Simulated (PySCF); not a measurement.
Trend along group 12: MB molecules

PBE0 with triple-zeta basis sets in PySCF, for the lowest determinant that a PBE0 search found; no spin–orbit coupling. De refers to high-spin ground-configuration atoms. A positive dipole means M(−)B(+).

| M | basis | state (unpaired electrons) | Re (Å) | ωe (cm⁻¹) | De (eV) | μ (D) |
| --- | --- | --- | --- | --- | --- | --- |
| Zn | x2c-TZVPPall | doublet (π ↑) | 2.222 | 320 | 0.54 | -1.86 |
| Cd | def2-TZVPP | doublet (π ↑) | 2.424 | 267 | 0.45 | -1.92 |
| Hg | def2-TZVPP | doublet (π ↑) | 2.343 | 266 | 0.38 | -1.58 |

The shortest bond is that of ZnB (2.222 Å), the longest that of CdB (2.424 Å).

The rows differ in basis set, which adds steps of its own.

Down a group the atoms grow and get heavier, so bonds lengthen and wavenumbers fall; the exceptions here are the shorter bond at Hg. Relativity and the filled 4f shell contract the atoms of the sixth period.

Weak bonds: CdB, HgB. Basis-set superposition, not corrected here, can be much of De in a small basis, most of all at correlated wavefunction levels. Functionals without a dispersion term scatter widely for such bonds, and LDA overbinds them. Spin–orbit coupling is left out, which matters for elements this heavy, above all for dissociation energies. States were picked by a PBE0 search and need not be the measured ground states.
